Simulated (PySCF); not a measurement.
Two species compared at the same levels of theory.

First species: C5H10NP.
SMILES: `C1=CP1(=NC)CC`

Second species: C3H5ClF2O2S.
SMILES: `C[C@](F)(CF)S(=O)(=O)Cl`

Levels: PBE0/def2-SVPD for dipole moment, HOMO energy, LUMO energy, HOMO–LUMO gap, static isotropic polarisability and electronic spatial extent ⟨r²⟩ about the centre of nuclear charge; TDDFT PBE0/def2-SVPD for lowest singlet excitation; TDA PBE0/def2-SVPD for lowest triplet excitation (Tamm–Dancoff); GFN2-xTB for rotational constant A and rotational constant C. Geometries: GFN2-xTB. Each structure is a single optimised conformer of the isolated species, non-relativistic unless stated. Electronic properties by PySCF.

Dipoles, sizes and rotational constants follow the conformer. The torsions of the flexible species, by atom-mapped SMILES:
- `[CH3:1][CH2:2][P:3]1(=[N:4][CH3:5])[CH:6]=[CH:7]1`: C1–C2–P3–N4 -58°
- `[CH3:1][C@:2]([F:3])([CH2:4][F:5])[S:6](=[O:7])(=[O:8])[Cl:9]`: C1–C2–C4–F5 -60°, C1–C2–S6–O7 42°

Question: Which of the two has the higher LUMO energy, and by how much?

Answer: The first: -0.70 eV against -1.78 eV, a difference of 1.08 eV.

Question: Which of the two has the higher S1 energy, and by how much?

Answer: The second: 5.93 eV against 3.83 eV, a difference of 2.10 eV.

Question: Which of the two has the higher rotational constant A, and by how much?

Answer: The first: 2.596 GHz against 1.780 GHz, a difference of 0.816 GHz.

Question: Which of the two has the higher HOMO energy, and by how much?

Answer: The first: -5.88 eV against -9.29 eV, a difference of 3.41 eV.

Question: Which has the higher ⟨r²⟩?

Answer: The second: 1361 bohr² against 1003 bohr², a difference of 358 bohr².

Question: Which has the higher dipole moment?

Answer: The second: 4.20 D against 2.65 D, a difference of 1.55 D.

Question: Which of the two has the higher T1 energy, and by how much?

Answer: The second: 5.26 eV against 3.44 eV, a difference of 1.82 eV.

Question: Which has the higher rotational constant C?

Answer: The first: 1.314 GHz against 0.910 GHz, a difference of 0.404 GHz.

On the first: The vertical singlet–triplet gap S1 − T1 is 0.39 eV (TDDFT singlet less Tamm–Dancoff triplet; S1: HOMO→LUMO, weight 0.98; T1: HOMO→LUMO, weight 0.95). No computed singlet falls in the visible range (750 to 380 nm, 1.65 to 3.26 eV); S1 lies 0.57 eV above its blue end.

On the second: The vertical singlet–triplet gap S1 − T1 is 0.67 eV (TDDFT singlet less Tamm–Dancoff triplet; S1: HOMO→LUMO, weight 0.91; T1: HOMO→LUMO, weight 0.93). The principal polarisabilities are 70.1, 76.2 and 90.4 au; their mean is the isotropic value.
